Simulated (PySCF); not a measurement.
`InChI=1S/C3H9AsSi/c4-2-1-3(2)5/h2-3H,1,4H2,5H3/t2-,3-/m1/s1`

Molfile (atoms numbered from 1):
```
C3H9AsSi
     RDKit          3D

 14 14  0  0  0  0  0  0  0  0999 V2000
    1.9448    0.9079    0.0303 Si  0  0  0  0  0  4  0  0  0  0  0  0
    0.5405   -0.3266    0.2338 C   0  0  2  0  0  0  0  0  0  0  0  0
    0.0330   -1.1056   -0.9421 C   0  0  0  0  0  0  0  0  0  0  0  0
   -0.8239   -0.0366   -0.3382 C   0  0  1  0  0  0  0  0  0  0  0  0
   -2.4048   -0.5695    0.6975 As  0  0  0  0  0  3  0  0  0  0  0  0
    1.8139    1.5592   -1.2760 H   0  0  0  0  0  0  0  0  0  0  0  0
    1.8572    1.9103    1.0952 H   0  0  0  0  0  0  0  0  0  0  0  0
    3.2224    0.1953    0.1029 H   0  0  0  0  0  0  0  0  0  0  0  0
    0.5380   -0.8741    1.1748 H   0  0  0  0  0  0  0  0  0  0  0  0
    0.4773   -0.9249   -1.9113 H   0  0  0  0  0  0  0  0  0  0  0  0
   -0.2464   -2.1416   -0.7836 H   0  0  0  0  0  0  0  0  0  0  0  0
   -0.9222    0.8798   -0.9133 H   0  0  0  0  0  0  0  0  0  0  0  0
   -2.6575    0.8168    1.2236 H   0  0  0  0  0  0  0  0  0  0  0  0
   -3.3730   -0.2908   -0.4207 H   0  0  0  0  0  0  0  0  0  0  0  0
  1  2  1  0
  2  3  1  0
  3  4  1  0
  4  5  1  0
  4  2  1  0
  1  6  1  0
  1  7  1  0
  1  8  1  0
  2  9  1  1
  3 10  1  0
  3 11  1  0
  4 12  1  6
  5 13  1  0
  5 14  1  0
M  END
```

Method used: TDDFT wB97X-D/aug-cc-pVDZ circular dichroism and optical rotation, one conformer, gas phase (PySCF). Geometry: GFN2-xTB.

The calculation is non-relativistic, which matters for the atoms heavier than Zn.

(1) Assign R or S to each stereocentre.

(2) Which excitations and rotatory strengths does the calculation give?

Results:

(1) C2 R, C4 R.

(2) Rotatory strengths R in 10⁻⁴⁰ esu² cm², velocity form and length form (origin at the centre of mass); f in length form.
| state | E (eV) | λ (nm) | f | R (velocity) | R (length) | main |
| --- | --- | --- | --- | --- | --- | --- |
| 1 | 6.45 | 192 | 0.096 | +22.4 | +22.4 | HOMO→LUMO 0.44, HOMO→LUMO+4 0.22 |
| 2 | 6.73 | 184 | 0.137 | -3.1 | -3.1 | HOMO→LUMO+4 0.45, HOMO→LUMO+1 0.27 |
| 3 | 6.97 | 178 | 0.067 | -6.4 | -6.6 | HOMO→LUMO+6 0.23, HOMO→LUMO+5 0.21 |
| 4 | 7.29 | 170 | 0.011 | +24.7 | +24.9 | HOMO−1→LUMO 0.45, HOMO−1→LUMO+4 0.30 |
| 5 | 7.42 | 167 | 0.030 | +24.8 | +24.2 | HOMO−2→LUMO 0.42, HOMO−2→LUMO+4 0.22 |
| 6 | 7.50 | 165 | 0.032 | -13.3 | -13.6 | HOMO→LUMO+2 0.47, HOMO−2→LUMO 0.10 |
| 7 | 7.63 | 162 | 0.0006 | -0.5 | -0.5 | HOMO→LUMO+3 0.39, HOMO→LUMO+6 0.32 |
| 8 | 7.80 | 159 | 0.022 | +29.8 | +29.2 | HOMO−1→LUMO+5 0.17, HOMO−1→LUMO 0.12 |
| 9 | 7.93 | 156 | 0.039 | -32.3 | -32.2 | HOMO→LUMO 0.10, HOMO−1→LUMO+2 0.09 |
| 10 | 7.99 | 155 | 0.013 | +11.9 | +12.1 | HOMO−2→LUMO+2 0.16, HOMO−2→LUMO 0.09 |
| 11 | 8.00 | 155 | 0.012 | +3.8 | +3.2 | HOMO−1→LUMO+2 0.35, HOMO−2→LUMO+5 0.23 |
| 12 | 8.05 | 154 | 0.087 | -15.5 | -15.7 | HOMO−2→LUMO+2 0.20, HOMO−1→LUMO+5 0.15 |
| 13 | 8.09 | 153 | 0.041 | -6.8 | -6.7 | HOMO−2→LUMO+2 0.19, HOMO−2→LUMO+3 0.18 |
| 14 | 8.13 | 152 | 0.030 | -24.2 | -24.3 | HOMO−1→LUMO+3 0.19, HOMO−2→LUMO+3 0.10 |
| 15 | 8.21 | 151 | 0.004 | +9.4 | +9.5 | HOMO−1→LUMO+6 0.12, HOMO−3→LUMO 0.11 |
| 16 | 8.24 | 150 | 0.050 | -18.5 | -18.1 | HOMO−1→LUMO+1 0.25, HOMO−1→LUMO+4 0.15 |

Among the states computed, the strongest CD band (largest |R|) is state 9. The largest dissymmetry factor in size, g = 4R/(D+G), with D and G the electric and magnetic dipole strengths, is +0.027 for state 15 (velocity form, f = 0.004), among bands with |R| over 0.5. The mirror image has the same energies and oscillator strengths and all R with the opposite sign.
